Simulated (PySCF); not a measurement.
**Nuclear quadrupole coupling in `C[SiH2]Oc1ncns1`**

C3H6N2OSSi.
Numbering: `[CH3:1][SiH2:2][O:3][c:4]1[n:5][cH:6][n:7][s:8]1` (hydrogens: H9, H10, H11 on C1; H12, H13 on Si2; H14 on C6)

Structure used (GFN2-xTB), in Å, numbered top down from 1:
```xyz
14
C3H6N2OSSi angstrom
C     -2.1581    0.2779   -0.5421
Si    -1.3940   -0.6283    0.9345
O      0.1005   -1.2514    0.5198
C      1.1411   -0.5811    0.1363
N      1.2358    0.7034   -0.0044
C      2.4807    1.0142   -0.4147
N      3.3443    0.0639   -0.5992
S      2.6536   -1.3853   -0.2592
H     -2.2704   -0.3830   -1.3992
H     -1.5288    1.1110   -0.8480
H     -3.1401    0.6733   -0.3025
H     -1.2086    0.2565    2.0815
H     -2.0060   -1.9115    1.2546
H      2.7494    2.0399   -0.5894
```

Field gradients from the PBE0/pcSseg-1 density (PySCF, non-relativistic), principal values in atomic units, ordered |Vxx| ≤ |Vyy| ≤ |Vzz|:

```json
{"atom": "O3", "Vxx": "-0.7588", "Vyy": "-0.7920", "Vzz": "1.5508"}
{"atom": "N5", "Vxx": "0.3427", "Vyy": "0.4418", "Vzz": "-0.7844"}
{"atom": "N7", "Vxx": "0.2235", "Vyy": "0.7009", "Vzz": "-0.9244"}
{"atom": "S8", "Vxx": "-0.2664", "Vyy": "-1.9710", "Vzz": "2.2374"}
```

**Question.** Find the asymmetry η = (Vxx − Vyy)/Vzz and the couplings χ = eQV/h (234.96 MHz × Q in barn × V in au), with Q(17O) = −0.0256 b, Q(14N) = 0.02044 b, Q(33S) = −0.0678 b.

**Answer.** 
| atom | environment | nucleus | η | χzz (MHz) | χxx (MHz) | χyy (MHz) |
| --- | --- | --- | --- | --- | --- | --- |
| O3 | silyl ether oxygen | 17O | 0.02 | -9.33 | 4.56 | 4.76 |
| N5 | pyridine-type nitrogen | 14N | 0.13 | -3.767 | 1.646 | 2.122 |
| N7 | pyridine-type nitrogen | 14N | 0.52 | -4.439 | 1.073 | 3.366 |
| S8 | ring sulfur | 33S | 0.76 | -35.64 | 4.24 | 31.40 |

The gradient is axial or nearly so (η below 0.05) at O3. 

**Question.** What is Vzz at S8 in SI units (1 au = 9.71736 × 10²¹ V/m²)?

**Answer.** 2.2374 au = 21.742 × 10²¹ V/m².

**Question.** And the gradient at the other heavy atoms, for which no coupling is worked out here?

**Answer.** 
```
atom                          environment  Vzz (au)     η
  C1                     Si-methyl carbon     0.026  0.52
 Si2                 oxygen-bound silicon     0.828  0.10
  C4       aromatic carbon bearing oxygen    -0.187  0.70
  C6  aromatic CH next to a ring nitrogen    -0.243  0.96
```

**Question.** What couplings would deuterons (Q(2H) = 0.00286 b) have in place of the hydrogens, at this geometry?

**Answer.** 
```csv
atom,bonded to,bond length (Å),Vzz (au),η,χzz (kHz)
H9,C1,1.088,0.3199,0.01,215
H10,C1,1.088,0.3164,0.01,213
H11,C1,1.085,0.3262,0.00,219
H12,Si2,1.461,0.1605,0.04,108
H13,Si2,1.457,0.1631,0.02,110
H14,C6,1.075,0.3331,0.06,224
```

The structure is a single GFN2-xTB conformer in the gas phase; no vibrational or solvent corrections. GFN2-xTB bond lengths can be off by several hundredths of an ångström, more for odd bonds, and the gradients follow them. With so small a basis the couplings can be 20 % off.
